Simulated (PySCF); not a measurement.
C2H7BrOSi2.
Numbering: `[Br:1][Si@H:2]1[CH2:3][CH2:4][SiH2:5][O:6]1` (hydrogens: H7 on Si2; H8, H9 on C3; H10, H11 on C4; H12, H13 on Si5)

Method: PBE0-D3(BJ)/def2-SVP geometry optimisation, gas phase in PySCF 2.14.0; density fitting, grid level 1; the optimiser is geomeTRIC in internal coordinates, started from a GFN2-xTB structure with every atom displaced at random (about 0.01 Å).

Step 0: E = -90004.4797 eV
```
atom  x, y, z in Å  |  force x, y, z in eV/Å
Br1    -0.9890    4.8797    1.9798   -0.459   0.990   0.101
Si2    -0.4073    2.7988    2.1947   -0.778  -0.408  -0.214
C3     -1.6450    1.6220    1.3384    1.404  -0.240   0.639
C4     -0.7457    0.6074    0.5636   -1.177  -0.202  -0.031
Si5     0.8480    1.4547    0.0435   -0.898   0.352   0.727
O6      0.8988    2.5906    1.2528    1.195   0.364  -0.066
H7     -0.0048    2.5627    3.5728   -0.117  -0.146   0.680
H8     -2.2329    2.1939    0.6432   -0.586   0.576  -0.468
H9     -2.3101    1.1303    2.0541   -0.237  -0.151   0.018
H10    -1.3485    0.1895   -0.2577    0.153  -0.109  -0.161
H11    -0.5504   -0.2401    1.2304    0.344  -0.198   0.060
H12     0.7689    2.1981   -1.1938    0.033   0.124  -1.014
H13     2.0195    0.6705    0.2406    1.121  -0.952  -0.271
```

Step 1: E = -90004.7776 eV
```
atom  x, y, z in Å  |  force x, y, z in eV/Å
Br1    -1.1207    4.9593    2.1157    0.054  -0.198  -0.033
Si2    -0.4048    2.8428    2.1994   -0.104  -0.043  -0.019
C3     -1.6014    1.6416    1.3526   -0.030   0.189  -0.197
C4     -0.7580    0.6031    0.5726   -0.025   0.083   0.157
Si5     0.8613    1.4507    0.0583   -0.004  -0.132  -0.106
O6      0.9631    2.6250    1.2666   -0.014   0.047   0.016
H7     -0.1411    2.5780    3.6385    0.096   0.002  -0.044
H8     -2.2152    2.2469    0.6546    0.092  -0.117   0.117
H9     -2.3024    1.1641    2.0551   -0.010   0.044   0.019
H10    -1.3247    0.1753   -0.2651   -0.009  -0.024  -0.130
H11    -0.5057   -0.2446    1.2305    0.059  -0.015   0.032
H12     0.7932    2.0631   -1.3043   -0.023   0.092   0.092
H13     2.0575    0.5527    0.0878   -0.083   0.073   0.096
```

**Question.** Estimate the geometry and energy of step 2. (The exact step hangs on the optimiser's Hessian estimate; all steps are aligned on step 1, rigid shifts and turns removed.)

**Answer.** E = -90004.7887 eV, largest force 0.082 eV/Å
```
atom  x, y, z in Å  |  force x, y, z in eV/Å
Br1    -1.1197    4.9381    2.0995   -0.007  -0.033  -0.007
Si2    -0.4050    2.8324    2.1960   -0.013   0.006   0.022
C3     -1.6046    1.6432    1.3488   -0.002   0.040  -0.059
C4     -0.7626    0.6025    0.5745   -0.054  -0.029   0.040
Si5     0.8544    1.4490    0.0590    0.031  -0.032  -0.069
O6      0.9608    2.6230    1.2637    0.011   0.042   0.031
H7     -0.1134    2.5737    3.6292    0.032  -0.021  -0.006
H8     -2.2143    2.2456    0.6531    0.018  -0.012   0.016
H9     -2.3077    1.1748    2.0553   -0.014   0.005   0.004
H10    -1.3233    0.1722   -0.2704    0.020   0.001  -0.014
H11    -0.5048   -0.2432    1.2351    0.027   0.011  -0.005
H12     0.7911    2.0861   -1.2898   -0.026   0.031   0.019
H13     2.0504    0.5604    0.1082   -0.022  -0.009   0.030
```

The energy changes by -0.0111 eV. The first-order estimate −F·Δx gives -0.0181 eV and the mean of the old and new forces, exact on a quadratic surface, -0.0110 eV. The step makes an angle of 55° with the force vector and moves no atom by more than 0.030 Å.

The cost below is that of the whole optimisation. On one thread of an AMD EPYC 9R45 (shared host), this took 40 s and 0.59 GiB of memory at its peak.
